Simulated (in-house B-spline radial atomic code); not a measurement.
**Ionising Ce8+ with different functionals**

Computed with a B-spline radial code for spherical atoms: four-component Dirac-Coulomb Hamiltonian, Fermi nucleus of rms radius 4.8771 fm, spin-restricted, spherical fractional occupations for the functionals. The ionisation energy is the difference of two self-consistent energies, [Kr] 4d10 5s2 5p2 → [Kr] 4d10 5s2 5p1, without Breit or QED terms; ε is the level of the shell that loses the electron (mean over j). The electron is taken from both j subshells in proportion to 2j + 1, so the result is a j average, not the step between ground levels.

Hybrids are left out here: with spherical fractional occupations of an open shell their exact exchange keeps a self-interaction that integer-occupation calculations don't have.

```json
{"method": "LDA VWN5", "rung": "LDA", "ΔSCF (eV)": "123.65", "-ε(5p) (eV)": "116.20"}
{"method": "relativistic LDA", "rung": "LDA", "ΔSCF (eV)": "123.57", "-ε(5p) (eV)": "116.12"}
{"method": "LDA PW92", "rung": "LDA", "ΔSCF (eV)": "123.64", "-ε(5p) (eV)": "116.19"}
{"method": "LDA exchange-only", "rung": "LDA", "ΔSCF (eV)": "121.97", "-ε(5p) (eV)": "114.52"}
{"method": "PBE", "rung": "GGA", "ΔSCF (eV)": "123.10", "-ε(5p) (eV)": "115.71"}
{"method": "PBEsol", "rung": "GGA", "ΔSCF (eV)": "123.20", "-ε(5p) (eV)": "115.81"}
{"method": "BLYP", "rung": "GGA", "ΔSCF (eV)": "123.13", "-ε(5p) (eV)": "115.69"}
{"method": "RPBE", "rung": "GGA", "ΔSCF (eV)": "122.92", "-ε(5p) (eV)": "115.57"}
{"method": "PW91", "rung": "GGA", "ΔSCF (eV)": "123.27", "-ε(5p) (eV)": "115.87"}
{"method": "BP86", "rung": "GGA", "ΔSCF (eV)": "123.33", "-ε(5p) (eV)": "115.93"}
{"method": "AM05", "rung": "GGA", "ΔSCF (eV)": "123.21", "-ε(5p) (eV)": "115.82"}
{"method": "OLYP", "rung": "GGA", "ΔSCF (eV)": "122.99", "-ε(5p) (eV)": "115.69"}
```

How do they compare with the NIST value?

NIST lists 125 eV ± 2.2 (tabulated theory, ground level to ground level). Errors run from -3.03 to -1.35 eV; all lie within about twice that uncertainty, so the table can't rank the methods.
